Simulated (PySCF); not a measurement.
Distances in Å between the heavy atoms of a computed structure (GFN2-xTB; lower triangle, same order across):
```
C1    0.00
O2    1.41  0.00
C3    2.44  1.43  0.00
C4    2.93  2.47  1.53  0.00
C5    3.67  2.33  1.53  2.51  0.00
C6    3.04  2.41  1.54  2.53  2.52  0.00
Cl7   4.70  4.01  2.75  3.17  3.15  1.77  0.00
```

Hydrogens: 3 on C1, 3 on C4, 3 on C5, 2 on C6.

Neutral, closed shell.

Q: Which heavy atoms are bonded, and with what formal order?

A: C1–O2 (single); O2–C3 (single); C3–C4 (single); C3–C5 (single); C3–C6 (single); C6–Cl7 (single).

Q: Write the SMILES.

A: `COC(C)(C)CCl`, C5H11ClO. Among its features: ether and C–Cl bond.

Q: Describe the place of each heavy atom.

A: C1: methoxy carbon; O2: ether oxygen; C3: sp3 carbon bound to oxygen; C4/C5: methyl carbon; C6: sp3 C–Cl carbon; Cl7: alkyl chlorine.

The values belong to the conformer `[CH3:1][O:2][C:3]([CH3:4])([CH3:5])[CH2:6][Cl:7]`: C1–O2–C3–C4 51°, O2–C3–C6–Cl7 -174°.
